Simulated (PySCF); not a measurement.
## AsBr⁻ from Hartree–Fock to correlated methods

State: ²Π (doublet), unpaired electrons π ↑. Set-up: PySCF, no relativity, basis sets As def2-TZVPPD, Br def2-TZVPPD. De refers to As + Br⁻ in their high-spin ground configurations, without counterpoise correction. The functionals are run spin-unrestricted. A positive dipole points towards Br; it is taken about the centre of mass and depends on that origin.

```json
{"Level": "UHF", "Re (Å)": "2.497", "ωe (cm⁻¹)": "217", "De (eV)": "n/a", "μ (D)": "0.76", "CPU s a point (SCF and correlation, without the integrals)": "2.5"}
{"Level": "UHF-MP2", "Re (Å)": "2.424", "ωe (cm⁻¹)": "250", "De (eV)": "0.250", "μ (D)": "n/a", "CPU s a point (SCF and correlation, without the integrals)": "5.2"}
{"Level": "UHF-SCS-MP2", "Re (Å)": "2.445", "ωe (cm⁻¹)": "241", "De (eV)": "0.295", "μ (D)": "n/a", "CPU s a point (SCF and correlation, without the integrals)": "n/a"}
{"Level": "PBE", "Re (Å)": "2.461", "ωe (cm⁻¹)": "232", "De (eV)": "0.78", "μ (D)": "1.46", "CPU s a point (SCF and correlation, without the integrals)": "2.7"}
{"Level": "PBEsol", "Re (Å)": "2.428", "ωe (cm⁻¹)": "245", "De (eV)": "0.98", "μ (D)": "1.60", "CPU s a point (SCF and correlation, without the integrals)": "1.8"}
{"Level": "r²SCAN", "Re (Å)": "2.443", "ωe (cm⁻¹)": "239", "De (eV)": "0.64", "μ (D)": "1.53", "CPU s a point (SCF and correlation, without the integrals)": "3.7"}
{"Level": "TPSSh", "Re (Å)": "2.454", "ωe (cm⁻¹)": "234", "De (eV)": "0.66", "μ (D)": "1.39", "CPU s a point (SCF and correlation, without the integrals)": "5.1"}
{"Level": "r²SCANh", "Re (Å)": "2.437", "ωe (cm⁻¹)": "242", "De (eV)": "0.59", "μ (D)": "1.49", "CPU s a point (SCF and correlation, without the integrals)": "5.3"}
{"Level": "PBE0", "Re (Å)": "2.438", "ωe (cm⁻¹)": "242", "De (eV)": "0.63", "μ (D)": "1.40", "CPU s a point (SCF and correlation, without the integrals)": "5.3"}
{"Level": "M06", "Re (Å)": "2.452", "ωe (cm⁻¹)": "234", "De (eV)": "0.84", "μ (D)": "1.37", "CPU s a point (SCF and correlation, without the integrals)": "5.1"}
{"Level": "MN15", "Re (Å)": "2.445", "ωe (cm⁻¹)": "232", "De (eV)": "0.500", "μ (D)": "1.23", "CPU s a point (SCF and correlation, without the integrals)": "5.4"}
{"Level": "CAM-B3LYP", "Re (Å)": "2.458", "ωe (cm⁻¹)": "232", "De (eV)": "0.59", "μ (D)": "1.14", "CPU s a point (SCF and correlation, without the integrals)": "8.1"}
```

The bond length runs from 2.424 Å (UHF-MP2) to 2.497 Å (UHF). De spans 0.25 eV (UHF-MP2, perturbation theory) to 0.98 eV (PBEsol, GGA).

Correlated steps freeze 18 core orbitals. Spin–orbit coupling is left out. For an ion De counts to the pair picked by the measured ionisation energies or electron affinities, which need not be the lowest pair at this level. The highest Kohn–Sham level is positive in this anion. Much of that is self-interaction error, but it also means that the finite basis helps to hold the extra electron. The state was picked by a PBE0 search and need not be the measured ground state.

The whole job (state search and all levels along the bond) took about 7.2 min on 2 threads of Arm Neoverse V2 (shared host), peak memory 5.2 GiB.
